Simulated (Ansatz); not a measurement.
`NCBBr` + `O=CO[SiH3]` → `O=CBBr` + `NCO[SiH3]`  (redistribution)

Program: Ansatz. Geometries: PBE0-D4/def2-TZVP. ΔE: electronic, gas phase. CCSD(T)/CBS adds triple-zeta CCSD(T) − MP2 to the extrapolated MP2 energy (def2 sets, frozen cores). Functionals use def2-TZVPP. B3LYP here is the variant with VWN-RPA as its local correlation; programs differ in this. For Br outer-core shells are correlated without core-valence functions, which leaves a few kJ/mol of doubt a bond. Scalar relativity is left out up to krypton. Each species was taken in one conformer, which may not be the lowest.

| level | ΔE (kJ/mol) | difference from CCSD(T)/CBS |
| --- | --- | --- |
| PBE-D4 | 106.5 | 4.6 |
| r2SCAN-D4 | 110.4 | 8.5 |
| PBE0-D4 | 109.3 | 7.4 |
| B3LYP-D4 | 100.5 | -1.4 |
| ωB97X-V | 105.1 | 3.2 |
| ωB97M-V | 107.0 | 5.1 |
| B2PLYP | 101.0 | -0.9 |
| r2SCAN | 110.3 | 8.4 |
| PBE0 | 108.3 | 6.4 |
| B3LYP | 98.1 | -3.8 |
| CCSD/def2-TZVPP | 99.2 | -2.7 |
| CCSD(T)/def2-TZVPP | 100.5 | -1.4 |
| MP2/def2-QZVPP | 108.2 | 6.3 |
| SCS-MP2/def2-QZVPP | 100.0 | -1.9 |
| MP2/CBS(def2) | 108.8 | 6.9 |
| CCSD/CBS(def2) | 100.5 | -1.4 |
| CCSD(T)/CBS | 101.9 | 0 |

Largest T1 diagnostic among the species: 0.016.

In def2-TZVPP, CCSD(T) changes the Hartree–Fock value by +3.8 kJ/mol (the triples alone add +1.3 kJ/mol) and MP2 by +10.8 kJ/mol. From PBE to PBE0 (25 % exact exchange), in def2-TZVPP and without D4, ΔE moves by +3.1 kJ/mol.
